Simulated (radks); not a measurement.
Successive ionisation energies (eV) of one element, from differences of total energies of ions in their ground configurations, starting at charge 22: 739.17, 773.76, 819.13, 855.36, 891.31, 1003.0, 1044.4, 1807.0, 1893.8, 1981.7, 2070.8, 2160.7, 2278.3, 2373.2, 2469.2, 2566.1, 2663.9, 2984.5, 3070.9, 3156.1, 3269.4, 3358.5. All-electron calculation, scalar-relativistic Kohn-Sham, PBE, spin-polarised, spherical densities, finite nucleus; open shells are filled with parallel spins first (spin-orbit coupling, left out, can overturn this in heavy ions); Fermi nuclear charge, rms radius 4.855 fm. Program: a radial shooting solver on a logarithmic mesh with Libxc functionals. Which element is it?

Answer. Lanthanum (Z = 57). The first species listed is La22+ in [Ar] 3d10 4s2 4p5, the last La43+ in [Ne] 3s2 3p2.
